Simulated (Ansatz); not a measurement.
Reaction (redistribution): `[CH3][Sb]([OH])[GaH2]` + `[CH3][In]([NH2])[OH]` → `[CH3][In]([OH])[GaH2]` + `[CH3][Sb]([NH2])[OH]`

Program: Ansatz. Geometries: PBE0-D4/def2-TZVP. ΔE: electronic, gas phase. CBS: MP2 limit from def2 TZ/QZ plus the TZ coupled-cluster correction, frozen cores. Functionals use def2-TZVPP. B3LYP here is the variant with VWN-RPA as its local correlation; programs differ in this. HSE06 is defined as in plane-wave codes. Elements past krypton have def2 core potentials. For Ga, In, Sb outer-core shells are correlated without core-valence functions, which leaves a few kJ/mol of doubt a bond. Scalar relativity is left out up to krypton. Each species was taken in one conformer, which may not be the lowest.

Is it downhill or uphill in electronic energy at CCSD(T)/CBS, and by how much? (Best estimate.)

The calculation gave: Downhill: ΔE = -0.14 eV.

What do these levels give: B97M-V, r2SCAN0-D4, HSE06-D4, B3LYP, RPA@PBE/def2-TZVPP, CCSD(T)/def2-SVP? (Estimate.)

Ansatz gave: B97M-V -0.24, r2SCAN0-D4 -0.16, HSE06-D4 -0.14, B3LYP -0.17, RPA@PBE/def2-TZVPP -0.15, CCSD(T)/def2-SVP -0.04 eV.

Largest T1 diagnostic among the species: 0.015.

At CCSD(T), def2-SVP lies +0.10 eV from the extrapolated value and def2-TZVPP −0.00 eV. Leaving LDA and LC-ωPBE aside and taking each functional with its dispersion term where it has one, the values, not all of them listed here, spread over 0.11 eV, from B97M-V to PBE-QIDH.
